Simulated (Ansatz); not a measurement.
```yaml
crystal:
  periodic: [false, false, false]
  atoms:
    - {symbol: Li, position_ang: [-0.624304, -0.199918, 1.272483]}
    - {symbol: Li, position_ang: [0.953622, 0.091112, -1.060985]}
    - {symbol: Li, position_ang: [0.762826, -2.487421, 0.204646]}
    - {symbol: Li, position_ang: [-2.476079, 0.716966, -1.588575]}
    - {symbol: Li, position_ang: [1.403023, 1.871558, 1.181506]}
    - {symbol: Te, position_ang: [-0.788549, 2.148219, -0.263103]}
    - {symbol: Te, position_ang: [2.102542, -0.601657, 1.345824]}
    - {symbol: Te, position_ang: [-1.333081, -1.538869, -1.091795]}
basis:
  gaussian: {orbitals: def2-SVP}
total_charge: 1
hamiltonian: {xc: {name: r2SCANh}, dispersion: d4, pseudopotentials: {relativity: none}}
scf: {omitted_lower_state_checks: [starts]}
```

```sh
$ ansatz run in.yaml --threads 4 --pin off --events-out ev --progress --plain --max-ram 4787MiB
```

Output, abridged:

```
Functional definition: r2SCANh
1644 factors; integrals over basis functions are off by at most 1.6e-4 eV
mean field evaluation 1: about -22906.1998 eV, gradient 3.7e1 eV
mean field evaluation 2: about -22889.8320 eV, gradient 6.1e1 eV
mean field evaluation 4: about -22911.7711 eV, gradient 3.9e0 eV
mean field evaluation 8: about -22911.8382 eV, gradient 2.8e0 eV
mean field evaluation 16: about -22911.9118 eV, gradient 1.8e-2 eV
mean field evaluation 32: about -22911.9118 eV, gradient 3.1e-2 eV
mean field -22911.91182440 eV, -841.9972292952 hartree, gradient 5.8e-6 eV, S^2 0.000000; 1 other end points of the search recorded, 0 dependent functions left out
reference -22911.91184233 eV, -841.9972299540 hartree; 43, 43 occupied and 80, 80 virtual orbitals, 1644 factors
Total energy: -22911.97902977 eV, -841.9996990468 hartree
Checks for a lower state left out: starts
```

Hardware: 4 threads of Arm Neoverse V1 on a shared host. Wall time 37 s.

In the def2 sets Te takes a core potential; there is no spin–orbit coupling.
